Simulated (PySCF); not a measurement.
## Worked example: entropy of an ideal gas

F3OSi, SMILES [O][Si](F)(F)F, multiplicity 2.

Geometry: B3LYP-D3(BJ)/def2-SVP. The isomer is the one that the SMILES or the coordinates give; other isomers of the formula were not compared.

B3LYP-D3(BJ)/def2-SVP run with PySCF gives the harmonic wavenumbers 104, 237, 338, 352, 369, 759, 964, 1009, 1024 cm⁻¹ and the rotational temperatures 0.1999, 0.1915, 0.1857 K. The molar mass is 101.08 g/mol, the symmetry number 1, the spin multiplicity 2.

**Question.** Work out the entropy at 298.15 K and 1 atm in the rigid-rotor, harmonic-oscillator model.

**Answer.** 
Translation (Sackur–Tetrode at 1 atm): S = R[1.5 ln M + 2.5 ln T − 1.16487] = 166.3 J/(mol K).
Rotation: q = (√π/σ) T^1.5/√(θA θB θC) = 108000, S = R[ln q + 3/2] = 108.9 J/(mol K).
Vibration: with u = 1.4388 ν/T, each mode gives R[u/(e^u − 1) − ln(1 − e^−u)]:
```tsv
ν (cm⁻¹)	modes	u	S (J/(mol K))
104	1	0.50	14.13
237	1	1.14	7.64
338	1	1.63	5.11
352	1	1.70	4.84
369	1	1.78	4.54
759	1	3.66	1.02
964	1	4.65	0.45
1009	1	4.87	0.38
1024	1	4.94	0.36
```
These are all the modes. Sum 38.5 J/(mol K).
Spin: R ln 2 = 5.8 J/(mol K).
Total 319.4 J/(mol K); the program's own thermochemistry gives 319.4. Translation makes up 52 % and vibration 12 %. Anharmonicity, hindered rotation and orbital degeneracy are left out.
